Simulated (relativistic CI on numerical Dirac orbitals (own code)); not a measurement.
**Sensitivity of the levels of Lu⁷⁺ to α and to the nuclear radius**

Method of calculation: Dirac-Coulomb-Breit CI, separate exchange-only KLI orbitals for each configuration, derivatives by finite differences, unscaled Slater integrals, QED left out (own radial code, finite nucleus).

Configuration list (outside the closed core [Kr] 4d10): 4f13 5s2 5p3, 4f11 5s2 5p5, 4f12 5s2 5p4, 4f14 5s2 5p2, 4f13 5s 5p4, 4f13 5s2 5p2 5d, 4f13 5p5, 4f12 5s 5p5. Levels of other configurations are missing.

With x = (α/α₀)² − 1 an excitation energy changes as ω = ω₀ + qx; K = 2q/ω₀ is the relative enhancement. Terms are leading LS components, so labels can repeat. The field-shift factor is F = δν/δ⟨r²⟩ for the transition from the lowest level.

Lowest level 4f11 5s2 5p5 5K_9.

```tsv
Level	ω₀ (cm⁻¹)	q (cm⁻¹)	K	F (GHz/fm²)
4f11 5s2 5p5 5I_8	2807.0	1040	0.741	-0.127
4f11 5s2 5p5 5H_7	7186.4	2759	0.768	-0.208
4f11 5s2 5p5 3H_6	9980.5	3283	0.658	-0.558
4f11 5s2 5p5 5I_7	12462.0	9545	1.53	0.315
4f11 5s2 5p5 5K_8	14124.2	9841	1.39	0.238
4f11 5s2 5p5 5H_6	15562.2	11160	1.43	0.339
4f11 5s2 5p5 3I_6	18548.7	11610	1.25	0.321
4f11 5s2 5p5 3H_5	19218.4	11910	1.24	0.0278
4f11 5s2 5p5 5I_5	20336.6	12740	1.25	0.419
4f11 5s2 5p5 3I_5	21350.8	8966	0.84	0.27
4f11 5s2 5p5 5G_6	22165.4	1131	0.102	0.308
4f11 5s2 5p5 5H_4	22289.8	7387	0.663	0.22
4f11 5s2 5p5 3K_7	24011.5	7411	0.617	0.0951
4f11 5s2 5p5 5H_3	24147.5	3373	0.279	0.137
4f11 5s2 5p5 3H_4	24420.2	16540	1.35	0.204
4f11 5s2 5p5 5H_3	28314.5	10140	0.716	0.492
4f11 5s2 5p5 3F_4	28744.5	9676	0.673	0.339
4f11 5s2 5p5 5F_5	29688.2	6764	0.456	0.284
4f11 5s2 5p5 3I_7	31290.7	13470	0.861	0.594
4f11 5s2 5p5 5G_5	31558.3	10820	0.686	0.694
4f11 5s2 5p5 5P_3	31681.3	5485	0.346	0.452
4f11 5s2 5p5 3P_1	32135.1	291.5	0.0181	0.282
4f11 5s2 5p5 3K_6	33516.0	12300	0.734	0.447
```

At this charge configurations can still be misplaced by up to about 7 % of their energy. Terms inside the open d or f shell come out 10 to 20 % too wide with unscaled integrals. Levels and lines within the n = 5 or 6 shells can be off by up to 10 % or somewhat more, and those that change n by about 2 %, since core polarisation is missing.
